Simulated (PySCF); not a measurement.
GaH₂IO₂, SMILES [OH][Ga]([OH])[I]. The structure is a stationary point at PBE-D3(BJ)/def2-SVP. The structure was generated by enumeration; whether it is a known compound was not checked. The def2 effective core potentials stand for the cores of I; spin–orbit coupling is left out. One conformer was computed; it need not be the lowest.

These are PBE-D3(BJ)/def2-SVP (PySCF) values and carry that method's errors.

Harmonic wavenumbers (cm⁻¹): 113, 151, 162, 246, 306, 339, 659, 707, 811, 847, 3711, 3729. Rotational constants (GHz): 6.118, 1.080, 0.9176; symmetry number 1.

Task: Work out the zero-point energy and the ideal-gas rigid-rotor harmonic-oscillator thermochemistry at 298.15 K and 1 atm.

Result: ZPE = ½ Σ hcν = ½ × 11782 cm⁻¹ = 16.84 kcal/mol. H − E(el) = 21.49 kcal/mol. Entropy in cal/(mol K): translation 42.21, rotation 28.36, vibration 13.79, total 84.36. G − E(el) = -3.66 kcal/mol. Cp = 21.64 cal/(mol K). Modes under 150 cm⁻¹ make the vibrational entropy uncertain.
